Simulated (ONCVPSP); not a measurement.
**An all-electron radial function and its pseudo partner (N (Z = 7))**

Columns: radius, all-electron u(r) and pseudo u(r) of the 2p shell (level -7.57 eV) of nitrogen in the configuration [He] 2s1 2p4; PW91, scalar-relativistic, ONCV scheme, ONCVPSP 4.0.1.

| r (bohr) | all-electron | pseudo |
| --- | --- | --- |
| 0.103 | 0.0772 | 0.0272 |
| 0.205 | 0.2231 | 0.1037 |
| 0.308 | 0.3750 | 0.2195 |
| 0.410 | 0.5054 | 0.3559 |
| 0.513 | 0.6096 | 0.4975 |
| 0.615 | 0.6861 | 0.6247 |
| 0.718 | 0.7387 | 0.7278 |
| 0.820 | 0.7694 | 0.7977 |
| 0.923 | 0.7830 | 0.8351 |
| 1.025 | 0.7826 | 0.8430 |
| 1.128 | 0.7716 | 0.8281 |
| 1.230 | 0.7530 | 0.7986 |
| 1.332 | 0.7289 | 0.7611 |
| 1.435 | 0.7008 | 0.7206 |
| 1.538 | 0.6701 | 0.6806 |
| 1.640 | 0.6383 | 0.6429 |
| 1.743 | 0.6056 | 0.6071 |
| 1.845 | 0.5732 | 0.5735 |
| 1.948 | 0.5408 | 0.5408 |
| 2.050 | 0.5095 | 0.5095 |
| 2.153 | 0.4788 | 0.4788 |
| 2.255 | 0.4496 | 0.4496 |
| 2.358 | 0.4213 | 0.4213 |
| 2.460 | 0.3945 | 0.3945 |
| 2.562 | 0.3692 | 0.3692 |
| 2.665 | 0.3449 | 0.3449 |

Problem. How many radial nodes do the two functions have?

Solution. The all-electron 2p function has n − l − 1 = 0; the pseudo-wave has 0.

Problem. At about which radius was the pseudo-wave matched?

Solution. 2.05 bohr. The columns agree to 0.0005 from 1.84 bohr on; several derivatives are matched, so the curves merge somewhat inside the radius.

Problem. Where does each function peak?

Solution. Outermost all-electron maximum near 0.92 bohr, pseudo maximum near 1.02 bohr (to the table’s step).

Problem. Is the pseudo-wave norm-conserving?

Solution. Yes: the ONCV scheme keeps the norm inside the radius equal to the all-electron one, which fixes the energy derivative of the logarithmic derivative at the level.
